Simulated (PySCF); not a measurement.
From one molecule to another.

First species: C5H12NOP.
InChI=1S/C5H12NOP/c1-6-8-4-2-7-3-5-8/h6H,2-5H2,1H3

Second species: C₆H₉Cl.
SMILES with atom numbers: `[CH3:1][C:2]1=[C:3]([CH3:4])[C@@H:5]([Cl:6])[CH2:7]1` (hydrogens: H8, H9, H10 on C1; H11, H12, H13 on C4; H14 on C5; H15, H16 on C7)

Geometry (GFN2-xTB, Å), atoms numbered from 1 in this order:
```xyz
16
C6H9Cl angstrom
C     -1.529   -1.086    0.903
C     -0.606   -0.076    0.338
C      0.596   -0.094   -0.251
C      1.577   -1.119   -0.677
C      0.664    1.405   -0.369
Cl     0.738    2.039   -2.034
C     -0.744    1.429    0.272
H     -1.117   -2.086    0.799
H     -1.708   -0.884    1.960
H     -2.491   -1.044    0.392
H      2.520   -0.987   -0.147
H      1.777   -1.019   -1.743
H      1.196   -2.118   -0.478
H      1.452    1.908    0.191
H     -1.526    1.793   -0.393
H     -0.807    1.950    1.227
```

Levels: PBE0/pcSseg-1 for HOMO energy, LUMO energy and HOMO–LUMO gap. Geometries: GFN2-xTB. Each species is one conformer at its optimised geometry, gas phase, non-relativistic unless stated; the electronic structure was computed with PySCF and density fitting.

Values for the first species:

| Property | Result |
| --- | --- |
| HOMO energy | -5.82 eV |
| LUMO energy | 0.68 eV |
| HOMO–LUMO gap | 6.50 eV |

(1) Estimate the same properties for the second species, and the change in each.

Answers

(1) 
```csv
property,first,second,second less first
HOMO energy,-5.82 eV,-6.98 eV,-1.16 eV
LUMO energy,0.68 eV,0.31 eV,-0.37 eV
HOMO–LUMO gap,6.50 eV,7.29 eV,+0.79 eV
```

